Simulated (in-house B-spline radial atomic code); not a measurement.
Orbital energies and mean radii along the 20-electron series, configuration [Ar] 3d2. The effective charge is n√(-2ε), a non-relativistic measure. Computed with a radial B-spline atomic code at the basis-set limit: Dirac-Hartree-Fock, average of the configuration, finite nuclei.

```
  ion   Z  energy of 3p1/2 (Eh)  mean radius of 3p1/2 (bohr)  energy of 2p3/2 (Eh)  mean radius of 2p3/2 (bohr)  energy of 2p1/2 (Eh)  mean radius of 2p1/2 (bohr)  energy of 3d5/2 (Eh)  mean radius of 3d5/2 (bohr)  effective charge of 3p1/2
Dy46+  66               -157.52                      0.20822                -390.6                      0.08055               -420.53                     0.073741                -139.9                      0.19264                     53.248
Ho47+  67               -164.04                      0.20407               -404.85                     0.079204               -436.89                     0.072287               -145.57                      0.18909                     54.338
Er48+  68               -170.71                      0.20006               -419.36                     0.077901               -453.64                     0.070874               -151.36                      0.18567                     55.432
Tm49+  69               -177.53                      0.19618               -434.13                     0.076637               -470.77                       0.0695               -157.26                      0.18238                     56.529
Yb50+  70                     ?                            ?                     ?                            ?                     ?                            ?                     ?                            ?                          ?
Lu51+  71               -191.65                      0.18876               -464.46                     0.074221               -506.22                     0.066862               -169.39                      0.17611                     58.734
Hf52+  72               -198.94                      0.18522               -480.02                     0.073066               -524.56                     0.065595               -175.63                      0.17314                     59.841
Ta53+  73                -206.4                      0.18178               -495.85                     0.071944               -543.31                      0.06436               -181.97                      0.17026                     60.953
 W54+  74               -214.03                      0.17844               -511.94                     0.070854               -562.48                     0.063155               -188.43                      0.16748                     62.068
Re55+  75                     ?                            ?                     ?                            ?                     ?                            ?                     ?                            ?                          ?
Os56+  76                     ?                            ?                     ?                            ?                     ?                            ?                     ?                            ?                          ?
Ir57+  77               -237.91                      0.16896               -561.81                     0.067759               -622.61                     0.059713               -208.49                      0.15964                     65.439
Pt58+  78               -246.21                      0.16597               -578.97                     0.066783               -643.55                     0.058619                -215.4                      0.15719                     66.572
```

Fill in the row of Yb50+.

energy of 3p1/2 (Eh): -184.51; mean radius of 3p1/2 (bohr): 0.19241; energy of 2p3/2 (Eh): -449.16; mean radius of 2p3/2 (bohr): 0.075411; energy of 2p1/2 (Eh): -488.29; mean radius of 2p1/2 (bohr): 0.068164; energy of 3d5/2 (Eh): -163.27; mean radius of 3d5/2 (bohr): 0.17919; effective charge of 3p1/2: 57.629.

Fill in the row of Re55+.

energy of 3p1/2 (Eh): -221.82; mean radius of 3p1/2 (bohr): 0.17519; energy of 2p3/2 (Eh): -528.29; mean radius of 2p3/2 (bohr): 0.069794; energy of 2p1/2 (Eh): -582.08; mean radius of 2p1/2 (bohr): 0.06198; energy of 3d5/2 (Eh): -195.01; mean radius of 3d5/2 (bohr): 0.16479; effective charge of 3p1/2: 63.188.

Fill in the row of Os56+.

energy of 3p1/2 (Eh): -229.77; mean radius of 3p1/2 (bohr): 0.17204; energy of 2p3/2 (Eh): -544.92; mean radius of 2p3/2 (bohr): 0.068763; energy of 2p1/2 (Eh): -602.12; mean radius of 2p1/2 (bohr): 0.060833; energy of 3d5/2 (Eh): -201.69; mean radius of 3d5/2 (bohr): 0.16217; effective charge of 3p1/2: 64.311.

How does the screening of 3p1/2 change?

Z less the effective charge goes from 12.75 at Z = 66 to 11.43 at Z = 78.
